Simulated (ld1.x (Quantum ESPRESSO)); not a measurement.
# Before and after: TM potential for barium (Ba)

* Element: Ba (Z = 56)
* Generator: ld1.x (Quantum ESPRESSO) 7.5
* Type: norm-conserving Troullier–Martins (Kleinman–Bylander form)
* Functional: PBEsol
* Relativity: scalar-relativistic
* Frozen core: [Kr] 4d10 5s2
* Valence charge: 8
* Reference configuration: 5p6 5d0.5 6s1.5 6p0
* Partial waves: 6s (bound): rc 4.20 bohr; 5p (bound): rc 2.90 bohr; 5d (bound): rc 4.20 bohr
* Local potential: all-electron potential smoothed inside 2.35 bohr (lloc = -2)
* Core correction: none

Change: wave 5d (bound): rc 4.20 bohr becomes 5d (bound): rc 2.74 bohr.

Cutoffs: the cutoffs (Ry, on a coarse ladder) from which the occupation-weighted sum of valence levels, in a spherical-Bessel basis at the reference potential, stays within 10 and 1 mRy of its value at 400 Ry; they do not see the model core or the augmentation charge, which bear on the density cutoff. Errors are all-electron minus pseudo energies relative to the spin-unpolarised reference configuration.

Question: How do hardness, ghosts and transferability respond?

Answer: The potential gets neither clearly harder nor softer (10 Ry and 18 Ry → 10 Ry and 18 Ry); both files keep a bound ghost (s); of the 7 tests that both files solve, the error grows in 3 and shrinks in 1 by more than 15 % and 0.3 meV (median size 10.7 → 13.3 meV); the range in which the d phases agree widens (upper end 0.8 → 3.2).

```tsv
quantity	base	changed
cutoff, loose	10 Ry	10 Ry
cutoff, tight	18 Ry	18 Ry
bound ghosts	s	s
error for 5p6 5d0 6s2 6p0, meV [ΔE -0.64 eV]	-1.3	-2.8
error for 5p6 5d0 6s1 6p0, meV [ΔE 4.74 eV]	+5.6	+3.9
error for 5p6 5d0 6s0 6p0, meV [ΔE 14.63 eV]	+37	+34
error for 5p6 5d0 6s0 6p1, meV [ΔE 7.34 eV]	+186	+184
error for 5p6 5d1 6s1 6p0, meV [ΔE 0.70 eV]	-2.7	-3.7
error for 5p6 5d0 6s1 6p1, meV [ΔE 1.41 eV]	+101	+100
error for 5p6 5d1 6s0 6p0, meV [ΔE 5.39 eV]	-11	-13
s: phases at 4.57 bohr within 0.05 rad from the reference energy up to (Ry; the scan ends near 5)	1.0	1.0
p: phases at 4.57 bohr within 0.05 rad from the reference energy up to (Ry; the scan ends near 5)	-0.2	-0.2
d: phases at 4.57 bohr within 0.05 rad from the reference energy up to (Ry; the scan ends near 5)	0.8	3.2
```

 A true bound ghost makes a file unfit for plane-wave use even where its test errors are small: the radial tests pick states by their node count and pass the ghost by.
